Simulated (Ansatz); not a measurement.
Mulliken charges of FH2NO2W (`[NH2][W](=[O])(=[O])[F]`) from ωB97M-V/def2-TZVPP in Ansatz (PBE0-D4/def2-TZVP geometry).

```csv
atom,x (Å),y (Å),z (Å),charge (e)
N1,-0.791,0.778,0.425,-0.431
W2,0.511,-0.458,-0.280,1.263
O3,1.211,-1.280,1.037,-0.411
O4,-0.310,-1.554,-1.292,-0.411
F5,1.832,0.434,-1.247,-0.327
H6,-0.772,1.122,1.374,0.159
H7,-1.681,0.959,-0.017,0.159
```

**Question.** By hand: the dipole of these point charges (1 e Å = 4.8032 D).

**Answer.** Σ q r = (-0.373, 0.440, 0.192) e Å, of length 0.608 e Å = 2.92 D.

**Question.** How does the dipole of the full density compare? (An estimate is asked.)

**Answer.** Ansatz gave: (-0.460, 0.688, 0.219) e Å, 4.11 D; the point charges give 0.71 times that, at 7° from its direction.

Point charges leave out the atoms' own dipoles, such as those of lone pairs, and Mulliken's split depends on the basis, so the two needn't agree.
